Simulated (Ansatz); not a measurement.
Geometry optimisation, RKS B3LYP-D4/def2-SVP in Ansatz 0.2.0.

The input (input.yaml):

```yaml
crystal:
  periodic: [false, false, false]
  atoms:
    - { symbol: "N", position_ang: [-0.6205, 1.7549, 1.8889] }
    - { symbol: Ge, position_ang: [-0.5791, 0.5705, 0.4758] }
    - { symbol: O, position_ang: [0.8136, -0.4896, 0.7044] }
    - { symbol: Si, position_ang: [0.9051, -1.5904, -0.6001] }
    - { symbol: O, position_ang: [1.3242, -0.8152, -2.0563] }
    - { symbol: H, position_ang: [0.1937, 2.4013, 1.8195] }
    - { symbol: H, position_ang: [-1.4481, 2.4329, 1.6735] }
    - { symbol: H, position_ang: [-1.8376, -0.2538, 0.4525] }
    - { symbol: H, position_ang: [-0.4352, 1.3639, -0.8183] }
    - { symbol: H, position_ang: [-0.5024, -2.1956, -0.7484] }
    - { symbol: H, position_ang: [1.7674, -2.688, -0.287] }
    - { symbol: H, position_ang: [0.4959, -0.546, -2.4704] }
basis:
  gaussian: { orbitals: def2-SVP }
hamiltonian:
  xc: b3lyp
  dispersion: d4
relax:
  f_tol: 0.02
  max_steps: 50
output:
  orbitals: {}
```

Launched with:

```bash
$ ansatz run input.yaml --threads 2 --pin off --max-ram 3072MiB --backend cpu --events-out ev --progress --plain --runs-dir out
```

Where does it end, and by what steps?

The run converged. After 36 steps the energy has fallen by 0.841 eV; H7 moved furthest, 1.99 Å. Parted: Ge2–Si4.

| step | energy less start (eV) | largest force component (eV/Å) | accepted |
| --- | --- | --- | --- |
| 0 | 0.0000 | 2.083 | yes |
| 2 | -0.5187 | 0.625 | yes |
| 4 | -0.6132 | 0.423 | yes |
| 6 | -0.6291 | 0.186 | yes |
| 8 | -0.6320 | 0.037 | yes |
| 10 | -0.6327 | 0.026 | yes |
| 12 | -0.6343 | 0.234 | yes |
| 14 | -0.6379 | 0.081 | yes |
| 16 | -0.6528 | 0.241 | yes |
| 18 | -0.6789 | 0.455 | yes |
| 20 | -0.7322 | 0.179 | yes |
| 22 | -0.7428 | 0.134 | yes |
| 24 | -0.7517 | 0.207 | yes |
| 26 | -0.7662 | 0.293 | yes |
| 28 | -0.7900 | 0.505 | yes |
| 30 | -0.8251 | 0.160 | yes |
| 32 | -0.8380 | 0.138 | yes |
| 34 | -0.8400 | 0.066 | yes |
| 36 | -0.8412 | 0.015 | yes |

```xyz
12
Properties=species:S:1:pos:R:3
N -0.015 1.633 1.086
Ge -1.379 0.754 0.242
O -0.902 -0.935 -0.198
Si 0.633 -1.517 -0.394
O 1.628 -0.334 -1.047
H 0.862 1.628 0.565
H 0.168 1.334 2.042
H -2.577 0.635 1.194
H -1.692 1.470 -1.083
H 0.558 -2.706 -1.287
H 1.266 -1.858 0.905
H 1.525 -0.160 -1.991
```

Time of the run: 2.6 min on 2 threads of Arm Neoverse V1 (shared host), peak memory 0.33 GiB.
